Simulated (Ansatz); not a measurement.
Species: C6H11 (charge 0, doublet). It need not be the lowest isomer of its formula. 
Coordinates optimised at B3LYP-D3(BJ)/def2-TZVP (Ansatz, a first-principles code):
SMILES: C=C(C)C[CH]C
```xyz
17

C      2.2594    -0.3517    -1.0017
C      1.4301     0.4297    -0.0503
C      0.4100    -0.2041     0.8386
C     -1.0142     0.0622     0.3877
C     -1.8516     0.7913     1.1202
C     -1.4083    -0.5291    -0.9349
H      3.1172     0.2202    -1.3595
H      1.6906    -0.6617    -1.8927
H      2.6295    -1.2754    -0.5445
H      1.4329     1.5118    -0.1116
H      0.5770    -1.2870     0.8685
H      0.5193     0.1656     1.8638
H     -2.8649     0.9909     0.7934
H     -1.5513     1.2121     2.0721
H     -2.4496    -0.3164    -1.1748
H     -1.2691    -1.6145    -0.9314
H     -0.7837    -0.1349    -1.7409
```
Charge 0, spin multiplicity 2.

Total electronic energies in hartree. Correlated levels leave the core frozen unless marked. Open shells are spin-unrestricted. No spin-orbit coupling. Non-relativistic unless marked X2C. CBS(X,Y): correlation extrapolated as X^-3; Hartree-Fock from the larger set. [CCSD(T)-MP2]/basis is that difference in the basis named.

```csv
level,program,energy (Eh)
HF/cc-pVDZ,Ansatz,-233.56888
BLYP-D3(BJ)/def2-TZVPD,Ansatz + dftd3,-235.15964
r2SCAN-D4/def2-TZVPD,Ansatz + dftd4,[?]
PBE0/STO-3G,Ansatz,[?]
MP2/6-31G*,Ansatz,-234.30203
SCS-MP2/6-31G,Ansatz,-233.98572
SCS-MP2/6-31G*,Ansatz,-234.29594
X2C-CCSD(T)/cc-pVTZ-DK,Ansatz,-234.82550
"RI-MP2/CBS(cc-pVTZ,cc-pVQZ)+[CCSD(T)-MP2]/cc-pVTZ",Ansatz,-234.8588
```

Task: Some entries are withheld; supply them.

Result: 
- r2SCAN-D4/def2-TZVPD, energy (Eh): -235.12348
- PBE0/STO-3G, energy (Eh): -232.08308
